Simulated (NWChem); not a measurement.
System: C₂H₆F₂Si; SMILES C([SiH3])C(F)F

Here is an NWChem input.

```
start job
memory heap 200 mb stack 900 mb global 1100 mb
geometry units angstroms noautosym nocenter noautoz
  F      0.368929     1.331363    -1.091740
  C     -0.411693     1.146924     0.000000
  F      0.368929     1.331363     1.091740
  C     -0.991962    -0.242838     0.000000
  Si     0.280876    -1.655107     0.000000
  H     -1.178863     1.942496     0.000000
  H     -1.639233    -0.355238     0.884733
  H     -1.639233    -0.355238    -0.884733
  H      1.139214    -1.603908    -1.218472
  H     -0.482446    -2.940305     0.000000
  H      1.139214    -1.603908     1.218472
end
basis spherical
  * library 6-31g*
end
dft
  xc hfexch
  iterations 150
end
property
  shielding 8 1 2 4 5 6 7 9 10
end
task dft property
```

The geometry was optimised at PBE0/def2-SVP.

GIAO values for the isolated, static molecule; σ is the absolute isotropic shielding, δ = σ(reference) − σ with the isolated reference molecule computed at the same levels (13C: tetramethylsilane, 19F: trichlorofluoromethane, 1H: tetramethylsilane, 29Si: tetramethylsilane).

Atoms are numbered as in the input.

Task: What results follow from this input? (Hartree-Fock/6-31G* (spherical d), GIAO.) Quantities: δ F1 (ppm); δ C2 (ppm); δ C4 (ppm); δ Si5 (ppm); δ H6 (ppm); δ H7 (ppm); δ H9 (rotor mean) (ppm).

Result: The δ F1 (ppm) comes out as -88.5 and the δ C2 (ppm) is 99.6. The δ C4 (ppm) is 14.9 and the δ Si5 (ppm) is -47.6. The δ H6 (ppm) is 5.92 and the δ H7 (ppm) is 0.84. The δ H9 (rotor mean) (ppm) is 4.15.
